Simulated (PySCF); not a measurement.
C4H10BN, SMILES B1(NCCC1)C.

Geometry optimised at PBE0-D3(BJ)/def2-SVP. One conformer was computed; it need not be the lowest.

Calculation: TDDFT-M06-2X/def2-SVPD (PySCF).

Vertical excitations. Gas-phase values at a fixed geometry.

Q: Estimate the UV-visible absorptions. (Estimate from the structure and the level; the computed values follow.)

A: 
```json
[
 {"state": "S1", "energy (eV)": "6.61", "λ (nm)": "188", "f": "0.001", "main pairs": "HOMO→LUMO 87 %"},
 {"state": "S2", "energy (eV)": "7.42", "λ (nm)": "167", "f": "0.032", "main pairs": "HOMO−1→LUMO+3 60 %, HOMO→LUMO+3 26 %"},
 {"state": "S3", "energy (eV)": "7.62", "λ (nm)": "163", "f": "0.062", "main pairs": "HOMO−1→LUMO 68 %, HOMO→LUMO+3 20 %"},
 {"state": "S4", "energy (eV)": "7.66", "λ (nm)": "162", "f": "0.102", "main pairs": "HOMO→LUMO+3 45 %, HOMO−1→LUMO+3 28 %, HOMO−1→LUMO 19 %"},
 {"state": "S5", "energy (eV)": "7.75", "λ (nm)": "160", "f": "0.005", "main pairs": "HOMO→LUMO+1 72 %, HOMO→LUMO+2 12 %"},
 {"state": "S6", "energy (eV)": "7.80", "λ (nm)": "159", "f": "0.008", "main pairs": "HOMO→LUMO+2 57 %, HOMO→LUMO+1 15 %"},
 {"state": "S7", "energy (eV)": "8.44", "λ (nm)": "147", "f": "0.041", "main pairs": "HOMO→LUMO+4 73 %"},
 {"state": "S8", "energy (eV)": "8.64", "λ (nm)": "144", "f": "0.077", "main pairs": "HOMO−1→LUMO+1 57 %, HOMO−1→LUMO+2 16 %, HOMO−2→LUMO 14 %"},
 {"state": "S9", "energy (eV)": "8.77", "λ (nm)": "141", "f": "0.023", "main pairs": "HOMO→LUMO+6 42 %, HOMO→LUMO+5 22 %, HOMO→LUMO+2 10 %, HOMO→LUMO+7 10 %"},
 {"state": "S10", "energy (eV)": "8.89", "λ (nm)": "139", "f": "0.009", "main pairs": "HOMO−1→LUMO+1 26 %, HOMO−1→LUMO+2 25 %, HOMO−2→LUMO 17 %, HOMO−2→LUMO+3 5 %"},
 {"state": "T1", "energy (eV)": "6.02", "λ (nm)": "206", "f": "0", "main pairs": "HOMO→LUMO+3 85 %"},
 {"state": "T2", "energy (eV)": "6.57", "λ (nm)": "189", "f": "0", "main pairs": "HOMO→LUMO 84 %"},
 {"state": "T3", "energy (eV)": "7.17", "λ (nm)": "173", "f": "0", "main pairs": "HOMO−1→LUMO+3 85 %"},
 {"state": "T4", "energy (eV)": "7.56", "λ (nm)": "164", "f": "0", "main pairs": "HOMO−1→LUMO 87 %"}
]
```
Triplets are in the Tamm–Dancoff approximation, which puts them higher than full response would, so one can lie above its singlet here.
